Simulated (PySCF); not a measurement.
Electric properties by functional and basis

Species: CH9AsGaN.
SMILES: `C[NH][GaH2-][AsH3+]`

PySCF, dipoles from the SCF density, polarisabilities from static response with core orbitals frozen. Geometry: PBE0-D3(BJ)/def2-SVP, one conformer, isolated molecule. Relativistic effects, spin–orbit coupling among them, are left out although an element past zinc is present.

The anisotropy is √(½[(α1 − α2)² + (α2 − α3)² + (α3 − α1)²]).

```json
{"level": "LDA/def2-SVPD", "μ (D)": "2.085", "α (au)": "99.02", "anisotropy (au)": "29.62"}
{"level": "PBE/def2-SVPD", "μ (D)": "2.002", "α (au)": "96.96", "anisotropy (au)": "29.09"}
{"level": "B3LYP/def2-SVPD", "μ (D)": "1.969", "α (au)": "92.72", "anisotropy (au)": "24.45"}
{"level": "PBE0/def2-SVPD", "μ (D)": "2.101", "α (au)": "91.86", "anisotropy (au)": "24.40"}
{"level": "BHandHLYP/def2-SVPD", "μ (D)": "2.073", "α (au)": "87.87", "anisotropy (au)": "20.34"}
{"level": "CAM-B3LYP/def2-SVPD", "μ (D)": "2.067", "α (au)": "90.10", "anisotropy (au)": "21.32"}
{"level": "wB97X-D/def2-SVPD", "μ (D)": "2.106", "α (au)": "90.30", "anisotropy (au)": "21.31"}
{"level": "LC-wPBE/def2-SVPD", "μ (D)": "2.231", "α (au)": "87.26", "anisotropy (au)": "19.74"}
{"level": "HF/def2-SVPD", "μ (D)": "2.228", "α (au)": "82.97", "anisotropy (au)": "16.33"}
{"level": "PBE0/6-31G*", "μ (D)": "2.326", "α (au)": "75.70", "anisotropy (au)": "21.62"}
{"level": "PBE0/def2-SVP", "μ (D)": "2.268", "α (au)": "79.07", "anisotropy (au)": "21.63"}
{"level": "PBE0/aug-cc-pVDZ", "μ (D)": "2.058", "α (au)": "93.43", "anisotropy (au)": "25.30"}
{"level": "PBE0/def2-TZVP", "μ (D)": "2.106", "α (au)": "87.40", "anisotropy (au)": "23.70"}
{"level": "PBE0/def2-TZVPD", "μ (D)": "2.055", "α (au)": "93.09", "anisotropy (au)": "24.92"}
```

The dipole runs from 1.97 D (B3LYP/def2-SVPD) to 2.33 D (PBE0/6-31G*). No reference polarisability is at hand; against PBE0 in the largest diffuse basis at hand (def2-TZVPD) the other PBE0 rows deviate by 6-31G* -19%, def2-SVP -15%, def2-SVPD -1%, aug-cc-pVDZ 0%, def2-TZVP -6%. In one basis (def2-SVPD) the functionals order the polarisability from HF (lowest) to LDA (highest), a spread of 19%. With PBE0 the polarisability is 80.72 au without diffuse functions (mean of 6-31G*, def2-SVP and def2-TZVP) and 92.80 au with them (mean of def2-SVPD, aug-cc-pVDZ and def2-TZVPD).

Without π bonds the low states are Rydberg-like; a valence basis with one diffuse set may place them up to an eV too high.
